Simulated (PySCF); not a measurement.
Start geometry of `C[O][Al]([CH3])[Br]` from a GFN2-xTB structure with every atom displaced at random (by about 0.01 Å) (Å):
```
atom  x, y, z in Å
C1     2.2290   -0.5864   -0.0529
O2     0.9831    0.0869    0.1533
Al3   -0.4941    0.8052    0.3819
C4    -2.1722   -0.1326    0.1702
Br5   -0.4398    2.9772    0.9998
H6     2.9149    0.1273   -0.5294
H7     2.0675   -1.4268   -0.7077
H8     2.6324   -0.8942    0.8921
H9    -2.4912   -0.6707    1.0987
H10   -3.0188    0.5613   -0.0336
H11   -2.1727   -0.8731   -0.6234
```

What comes out of this run: PySCF 2.14.0, PBE0-D3(BJ)/def2-SVP geometry optimisation, gas phase?

```
atom  x, y, z in Å
C1     2.263   -0.041   -0.053
O2     0.902   -0.320   -0.045
Al3   -0.568    0.397    0.376
C4    -2.249   -0.524    0.133
Br5   -0.505    2.495    1.225
H6     2.476    1.034   -0.198
H7     2.758   -0.598   -0.867
H8     2.742   -0.347    0.894
H9    -2.589   -0.962    1.086
H10   -3.032    0.176   -0.198
H11   -2.163   -1.338   -0.603
```

The energy falls by 0.197 eV over 22 energy and gradient evaluations, the largest force component goes from 0.0405 to 3.8e-04 Eh/bohr, and the atoms move by 0.396 Å rms after alignment. The bond that changes most is C1–O2 (ends: methoxy carbon; oxygen bonded to Al and C), which shortens by 0.042 Å. Bonds longer at the end by more than 0.005 Å: 6 of 10; shorter: 3. Among the angles that change most is C1–O2–Al3, from 177.5° to 140.3°. Among the dihedrals that turn most is O2–Al3–C4–H10, from -157° to -142°. Rotational constants go from 3210, 1299, 935.4 to 2812, 1546, 1010 MHz. The orientation of the end geometry is arbitrary; only internal coordinates are fixed.

The run used 122 basis functions and 129 SCF cycles in all.

No PBE0-D3(BJ)/def2-SVP frequencies stand behind this structure, so it isn't proved a minimum. The numbers are those of one conformer.
